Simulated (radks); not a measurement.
Initial-state core-level shifts of the gold ion Au3+ when its valence configuration changes from [Xe] 4f14 5d8. Calculated with a radial shooting solver on a logarithmic mesh with Libxc functionals: non-relativistic Kohn-Sham, SCAN, spin-polarised, spherical densities, point nucleus; open shells are filled with parallel spins first (spin-orbit coupling, left out, can overturn this in heavy ions); meta-GGA in the generalised Kohn-Sham scheme; relativity is left out, which matters for an element this heavy. Shifts are changes of the shell-averaged eigenvalues in eV (positive: less bound); the change of the density at the nucleus, which sets a Mossbauer isomer shift, is in e/bohr^3, on a base of 3.538e+05.

valence                3s       3p       3d       4s  density at nucleus
4f13 5d8 6s1      -22.676  -22.639  -22.491  -18.835              +59.25
4f14 5d6 6p2      -12.909  -12.926  -12.992  -12.746               +9.38
4f12 5d8 6p2      -48.318  -48.249  -47.965  -40.226              +58.97
4f13 5d9          -17.054  -17.007  -16.823  -13.310              +24.07
4f14 5d7 6s1       -5.421   -5.431   -5.464   -5.342              +34.55
4f12 5d10         -34.612  -34.525  -34.166  -26.750              +49.29
4f13 5d8 6p1      -23.756  -23.717  -23.565  -19.921              +28.63
4f13 5d7 6s1 6p1  -29.322  -29.295  -29.185  -25.374              +66.49
